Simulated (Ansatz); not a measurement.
Scan of the Al2–I3 bond length

AlNH₃I (SMILES [NH2][AlH][I]), closed shell, at its PBE0-D4/def2-TZVP minimum:

N1  (-0.623, 0.300, -0.755)
Al2  (0.398, 0.002, 0.644)
I3  (1.578, -2.171, 0.745)
H4  (-1.150, 1.145, -0.905)
H5  (-0.761, -0.347, -1.514)
H6  (0.557, 1.071, 1.786)
(Å)

The bond length Al2–I3 (2.475 Å at the minimum) is set to the values below, the two halves moving rigidly along the bond. Each method's energies count from its own value at the PBE0-D4 minimum structure. Ansatz 0.2.0; basis: def2-TZVPP; cores frozen in the correlated methods. Filled d shells of the heavier atoms are correlated. Core potentials replace the inner electrons of the atoms past krypton. The def2 sets are not built for correlating such inner shells, so the correlated values are less sure here. B3LYP uses VWN-RPA correlation.

```json
{"bond length (Å)": "2.128", "CCSD(T) (eV)": "1.056", "PBE-D4 (eV)": "1.072", "HF (eV)": "1.160", "r2SCAN-D4 (eV)": "1.034", "MP2 (eV)": "1.009"}
{"bond length (Å)": "2.201", "CCSD(T) (eV)": "0.595", "PBE-D4 (eV)": "0.617", "HF (eV)": "0.672", "r2SCAN-D4 (eV)": "0.585", "MP2 (eV)": "0.560"}
{"bond length (Å)": "2.308", "CCSD(T) (eV)": "0.192", "PBE-D4 (eV)": "0.212", "HF (eV)": "0.234", "r2SCAN-D4 (eV)": "0.190", "MP2 (eV)": "0.171"}
{"bond length (Å)": "2.433", "CCSD(T) (eV)": "0.010", "PBE-D4 (eV)": "0.017", "HF (eV)": "0.020", "r2SCAN-D4 (eV)": "0.011", "MP2 (eV)": "0.006"}
{"bond length (Å)": "2.571", "CCSD(T) (eV)": "0.046", "PBE-D4 (eV)": "0.027", "HF (eV)": "0.028", "r2SCAN-D4 (eV)": "0.041", "MP2 (eV)": "0.056"}
{"bond length (Å)": "2.720", "CCSD(T) (eV)": "0.250", "PBE-D4 (eV)": "0.198", "HF (eV)": "0.213", "r2SCAN-D4 (eV)": "0.235", "MP2 (eV)": "0.275"}
{"bond length (Å)": "2.878", "CCSD(T) (eV)": "0.569", "PBE-D4 (eV)": "0.478", "HF (eV)": "0.522", "r2SCAN-D4 (eV)": "0.539", "MP2 (eV)": "0.609"}
{"bond length (Å)": "3.044", "CCSD(T) (eV)": "0.955", "PBE-D4 (eV)": "0.821", "HF (eV)": "0.907", "r2SCAN-D4 (eV)": "0.908", "MP2 (eV)": "1.010"}
{"bond length (Å)": "3.217", "CCSD(T) (eV)": "1.370", "PBE-D4 (eV)": "1.187", "HF (eV)": "1.330", "r2SCAN-D4 (eV)": "1.304", "MP2 (eV)": "1.441"}
```

Largest difference from the CCSD(T) curve over the scan: PBE0-D4 0.044; B3LYP-D4 0.152; wB97M-V 0.052 eV. Each curve counts from its own value at the minimum.

No T1 diagnostic of these runs exceeds 0.011.

For scale, one of the runs: CCSD(T)/def2-TZVPP, 165 basis functions (an equivalent command: `ansatz run in.yaml --threads 2`). Hardware: 2 CPU threads, shared host. Wall time 20 s; peak host memory 1.5 GiB.
